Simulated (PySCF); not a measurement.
C2H8GeO, SMILES [CH3][GeH]([OH])[CH3].

Geometry: B3LYP-D3(BJ)/def2-SVP. One conformer was computed; it need not be the lowest.

All values below come from PBE/def2-TZVP (PySCF).

Symmetry labels are those of the subgroup Cs that the program uses (full group Cs).

Q: List the valence orbital energies around the gap with their symmetry. (The exact figures need the calculation; the answer reports its results.)

A: 
| orbital | symmetry | energy (eV) |
|---|---|---|
| HOMO−7 | A' | -10.14 |
| HOMO−6 | A' | -9.86 |
| HOMO−5 | A" | -9.71 |
| HOMO−4 | A" | -9.67 |
| HOMO−3 | A' | -8.09 |
| HOMO−2 | A" | -7.84 |
| HOMO−1 | A' | -7.21 |
| HOMO | A" | -6.36 |
| LUMO | A' | -0.19 |
| LUMO+1 | A' | 0.44 |
| LUMO+2 | A" | 0.84 |
| LUMO+3 | A' | 1.16 |
